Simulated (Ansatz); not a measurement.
This geometry of CH6AlFSi + H2 (12 atoms, charge 0, multiplicity 1) is a first-order saddle point.

These are results of Ansatz, RKS PBE/def2-SVP, not measurements.

```xyz
12
Properties=species:S:1:pos:R:3
Al -0.980 0.151 0.121
Si 1.389 -0.106 1.253
C -0.797 -0.352 -1.753
F -2.129 -0.460 1.197
H 0.082 1.257 0.835
H -0.790 1.851 0.414
H 2.534 0.230 0.334
H 1.692 0.419 2.631
H 1.295 -1.613 1.358
H -0.613 -1.442 -1.840
H -1.726 -0.117 -2.311
H 0.044 0.182 -2.240
```

(1) Which two structures does it join? (They come from a converged band through this point; their orientation in space is the band's.)

(2) How far does it lie above each of them?

Results:

(1) Bonds broken: Al1–Si2, H5–H6. Bonds formed: Al1–H6, Si2–H5. CH6AlFSi + H2 becomes CH4AlF + H4Si.

Image 0:

```xyz
12
Properties=species:S:1:pos:R:3
Al -0.606 -0.315 0.196
Si 1.550 -0.434 1.370
C -0.892 -0.315 -1.744
F -1.973 -0.516 1.176
H -0.564 2.005 0.637
H -0.794 2.009 -0.103
H 2.657 0.226 0.581
H 1.511 0.234 2.723
H 1.970 -1.867 1.596
H -0.885 -1.366 -2.107
H -1.876 0.116 -2.022
H -0.098 0.222 -2.302
```

Image 8:

```xyz
12
Properties=species:S:1:pos:R:3
Al -1.146 0.530 -0.033
Si 1.619 -0.144 1.409
C -1.063 -0.254 -1.824
F -1.315 -0.532 1.291
H 0.901 0.617 0.294
H -1.402 2.070 0.308
H 3.065 0.228 1.238
H 1.100 0.333 2.726
H 1.421 -1.608 1.184
H -0.605 -1.265 -1.817
H -2.086 -0.360 -2.246
H -0.490 0.384 -2.530
```

(2) 0.98 eV above the first and 1.17 eV above the second. This is the barrier of this one path; another mechanism may lie lower. The orbitals stay closed-shell, which can raise the energy where a bond breaks towards radicals; this wasn't checked here.

Time of the run: 3.2 min on 2 threads of AMD EPYC 7R43 64-Core Processor (Zen 3), on a shared host, peak memory 0.15 GiB.
